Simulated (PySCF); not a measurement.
Electron correlation in Al (aluminium, neutral)

[Ne] 3s1 3p1 3d1, one real determinant (an excited configuration). Calculation: PySCF 2.14, in aug-cc-pCVTZ-DK (8s7p5d3f, 75 functions); the spin-free X2C one-electron Hamiltonian (Gaussian nucleus). Frozen: [Ne]; 3 electrons correlated.

```json
{"level": "CCSD", "correlation energy (mhartree)": "-18.49"}
{"level": "(T)", "correlation energy (mhartree)": "-3.52"}
{"level": "CCSD(T)", "correlation energy (mhartree)": "-22.01"}
```

Diagnostics: T1 = 0.049, D1 = 0.1140, largest double amplitude 0.486.

The real determinant used has ⟨L²⟩ near 8 against 12 for a pure F term, so it mixes terms. The outer electron is Rydberg-like, and this basis confines it to a smaller radius and binds it less than a complete one would. T1 exceeds 0.03, a sign that the reference determinant is poor. A double-excitation amplitude exceeds 0.15, a sign of near-degeneracy.

Cost of the coupled-cluster step: of the order of 2.8 core-seconds, for 3 correlated electrons.

Iterations:

```
CC2 = 0
CCSD nocc = (np.int64(3), np.int64(0)), nmo = (70, 70)
frozen orbitals [[0, 1, 2, 3, 4], [0, 1, 2, 3, 4]]
max_cycle = 100
direct = 0
conv_tol = 1e-08
conv_tol_normt = 1e-06
diis_space = 8
diis_start_cycle = 0
Init t2, MP2 energy = -0.00745568086669493
Init E_corr(UCCSD) = -0.00745568087063784
cycle = 1  E_corr(UCCSD) = -0.0104186899047028  dE = -0.00296300903  norm(t1,t2) = 0.0447308
cycle = 2  E_corr(UCCSD) = -0.011805652659572  dE = -0.00138696275  norm(t1,t2) = 0.0292479
cycle = 3  E_corr(UCCSD) = -0.0135753618268893  dE = -0.00176970917  norm(t1,t2) = 0.022775
cycle = 4  E_corr(UCCSD) = -0.0139548280246996  dE = -0.000379466198  norm(t1,t2) = 0.0176584
cycle = 5  E_corr(UCCSD) = -0.0148846612665519  dE = -0.000929833242  norm(t1,t2) = 0.0165828
cycle = 6  E_corr(UCCSD) = -0.0169313766997953  dE = -0.00204671543  norm(t1,t2) = 0.0149104
cycle = 7  E_corr(UCCSD) = -0.0180835735579745  dE = -0.00115219686  norm(t1,t2) = 0.00825702
cycle = 8  E_corr(UCCSD) = -0.0194386475964831  dE = -0.00135507404  norm(t1,t2) = 0.0166354
cycle = 9  E_corr(UCCSD) = -0.0180447142464899  dE = 0.00139393335  norm(t1,t2) = 0.00487356
cycle = 10  E_corr(UCCSD) = -0.0185035868786617  dE = -0.000458872632  norm(t1,t2) = 0.00219537
cycle = 11  E_corr(UCCSD) = -0.0184488709128803  dE = 5.47159658e-05  norm(t1,t2) = 0.000140475
cycle = 12  E_corr(UCCSD) = -0.0184983111954145  dE = -4.94402825e-05  norm(t1,t2) = 0.000197736
cycle = 13  E_corr(UCCSD) = -0.0184856019135652  dE = 1.27092818e-05  norm(t1,t2) = 5.48225e-05
cycle = 14  E_corr(UCCSD) = -0.0184881594842891  dE = -2.55757072e-06  norm(t1,t2) = 1.12646e-05
cycle = 15  E_corr(UCCSD) = -0.0184878590218452  dE = 3.00462444e-07  norm(t1,t2) = 2.61908e-06
cycle = 16  E_corr(UCCSD) = -0.0184877849861179  dE = 7.40357273e-08  norm(t1,t2) = 5.28038e-06
cycle = 17  E_corr(UCCSD) = -0.0184877924179557  dE = -7.43183786e-09  norm(t1,t2) = 3.54955e-07
UCCSD converged
E(UCCSD) = -242.0501522168947  E_corr = -0.01848779241795575
UCCSD(T) correction = -0.00352473171716807
```

The reference is one real determinant that mixes LS terms of this configuration.
